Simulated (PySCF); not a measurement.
**Bi₂: frontier orbitals**

PBE0 at R = 2.674 Å; basis Bi def2-SVP with ECP60; scalar-relativistic core potentials; PySCF 2.14. State: triplet, unpaired electrons π ↑↑, a mixture of terms (⟨Lz²⟩ = 2.0), a second solution, started from another occupation. Only the outer orbitals are listed.

```tsv
spin	orbital	occ.	ε (eV)	main shells (%)
α	σg	1	-17.74	95 s
α	σu	1	-14.72	96 s
α	σg	1	-6.97	94 p
α	πu	1	-6.87	98 p
α	πu	1	-6.53	99 p
α	πg	1	-4.35	99 p
α	πg	0	-3.44	100 p
α	σu	0	-0.29	107 p
α	σg	0	4.53	72 s, 18 d, 10 p
β	σg	1	-16.91	94 s
β	σu	1	-13.88	96 s
β	σg	1	-6.57	94 p
β	πu	1	-5.46	98 p
β	πu	0	-4.40	99 p
β	πg	0	-2.27	99 p
β	πg	0	-2.04	99 p
```

Task: Which are the highest filled and the lowest empty level, where do they sit, and how wide is the gap?

Result: Highest filled α πg at -4.35 eV (in %: 99 p); lowest empty β πu at -4.40 eV (in %: 99 p); the gap at PBE0 is -0.05 eV.

The bond order (Mayer) is 2.00. The ⟨S²⟩ is 2.003.

Shares are Mulliken populations and can fall outside 0 to 100 %.

These are scalar-relativistic numbers at best; spin–orbit coupling would shift them, the dissociation energy most. Counting both spins, an empty level lies below a filled one in this solution, because spin and occupation are held.
